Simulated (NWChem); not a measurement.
Atomisation of AgI

SMILES: [Ag][I]
```xyz
2

Ag     0.0000     0.0000    -1.3683
I      0.0000     0.0000     1.2134
```
Charge 0, spin multiplicity 1.

Program: NWChem. All single points use one geometry, from PBE0/def2-SVP with def2 effective core potentials on Ag, I, a minimum by its harmonic frequencies.

Basis set: def2-TZVP. The atomisation energy is electronic alone: no zero-point, thermal, spin-orbit or counterpoise terms. No value is extrapolated to the basis-set limit. Free atoms are single determinants with multiplicities Ag 2, I 2. Correlated methods freeze the same cores in atoms and molecule, 8 orbitals in all.

Effective core potentials replace the inner electrons of Ag, I; spin-orbit coupling is left out. B3LYP has NWChem's definition, with VWN1-RPA local correlation. The structure started from a generated list of species. No SCF solution was tested for a lower state. Open-shell Hartree-Fock references start from PBE0 orbitals.

Q: One of these methods gave an atomisation energy of 40.1 kcal/mol. Which?
A. B3LYP
B. HF
C. PBE0
D. MP2

A: B, HF. The others give 55.1 (B3LYP), 59.3 (PBE0), 63.5 (MP2).
